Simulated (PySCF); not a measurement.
SMILES COc1cccs1, GFN2-xTB optimised geometry.

```
13

C     -2.34    -1.62     0.00
O     -0.94    -1.83     0.00
C     -0.16    -0.73     0.00
C      1.20    -0.73     0.00
C      1.74     0.57     0.00
C      0.79     1.54     0.00
S     -0.81     0.89     0.00
H     -2.65    -1.07    -0.89
H     -2.79    -2.61     0.00
H     -2.65    -1.06     0.89
H      1.78    -1.63     0.00
H      2.79     0.78     0.00
H      0.91     2.61     0.00
```

Density from B3LYP/def2-TZVP in PySCF at that geometry.

Minimum of the electron density along straight lines between bonded atoms, close to the bond critical point (lines longer than 1.1 times the sum of covalent radii, or with two minima, are not listed):

| bond | length / Å | ρ at the minimum / e bohr⁻³ | ∇²ρ there / e bohr⁻⁵ | position (fraction from the first atom) |
|---|---|---|---|---|
| C1–O2 | 1.407 | 0.259 | -0.50 | 0.35 |
| O2–C3 | 1.345 | 0.304 | -0.59 | 0.66 |
| C3–C4 | 1.362 | 0.335 | -1.00 | 0.53 |
| C4–C5 | 1.414 | 0.304 | -0.87 | 0.50 |
| C5–C6 | 1.353 | 0.339 | -1.01 | 0.49 |
| C3–S7 | 1.742 | 0.210 | -0.42 | 0.49 |
| C6–S7 | 1.726 | 0.215 | -0.44 | 0.47 |
| C1–H8 | 1.095 | 0.284 | -1.00 | 0.65 |
| C1–H9 | 1.088 | 0.289 | -1.04 | 0.65 |
| C1–H10 | 1.095 | 0.284 | -1.00 | 0.65 |
| C4–H11 | 1.073 | 0.289 | -1.04 | 0.65 |
| C5–H12 | 1.075 | 0.290 | -1.05 | 0.65 |
| C6–H13 | 1.071 | 0.292 | -1.05 | 0.65 |
